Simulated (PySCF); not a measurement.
Species: C₆H₈O₃.
Z-matrix (Å and degrees, PBE0-D3(BJ)/def2-SVP geometry), rows numbered from 1:
```
C 
C   1  1.3292
O   2  1.3589  1  121.45
C   3  1.3318  2  119.22  1  -179.53
C   4  1.3441  3  124.30  2   179.31
C   5  1.4683  4  124.87  3    -0.25
O   6  1.2053  5  127.20  4     0.59
O   6  1.3480  5  109.98  4  -179.40
C   8  1.4130  6  115.39  5   179.98
H   1  1.0916  2  120.92  3     0.06
H   1  1.0896  2  119.60  3  -179.97
H   2  1.0973  1  123.45  3  -179.99
H   4  1.0982  3  115.50  2    -0.70
H   5  1.0899  4  117.68  3   179.97
H   9  1.1008  8  111.06  6   -61.07
H   9  1.0965  8  106.45  6   179.05
H   9  1.1006  8  111.08  6    59.06
```

Computed with PySCF at PBE0/def2-SVPD, non-relativistic, on one gas-phase PBE0-D3(BJ)/def2-SVP geometry that isn't relaxed in the solvent. The solvent is an IEF-PCM continuum (van der Waals radii × 1.2), and excitations are vertical TDDFT with non-equilibrium linear response and a frozen core. Only the electrostatic response of the medium enters.

```
run  E − E(gas) (kcal/mol)  HOMO (eV)  HOMO–LUMO gap (eV)  dipole (D)  lowest singlet (eV)  static polarisability (au)
gas                   0.00      -6.85                5.71        2.43                 4.89                        94.5
  P                  -6.09      -6.85                5.65        3.18                 4.87                       114.8
  Q                  -8.66      -6.87                5.63        3.56                 4.87                       124.0
```

**Question.** The runs were made in acetonitrile and chloroform. Which run belongs to which solvent?

**Answer.** P = chloroform, Q = acetonitrile. The dielectric constants are 4.711 (chloroform), 35.69 (acetonitrile), and the energy falls further as ε rises. The optical constants n² used for the excitations are 2.09, 1.81 in the same order. In this model the ground state sees the solvent through ε alone.

**Question.** How constant is the ratio of the lowering to (ε − 1)/(2ε + 1)?

**Answer.** 
```
     solvent  (ε − 1)/(2ε + 1)  E − E(gas) (kcal/mol)  ratio (kcal/mol)  polarisation term (kcal/mol)
  chloroform             0.356                  -6.09             -17.1                         -7.00
acetonitrile             0.479                  -8.66             -18.1                        -10.61
```

The ratio changes by +5.7 % in size from chloroform to acetonitrile. The polarisation term is half the interaction of the solute with the induced surface charges.

Rough CPU time on one thread of a shared machine: about 2 min. This is the whole response run at PBE0/def2-SVPD in acetonitrile, SCF included.
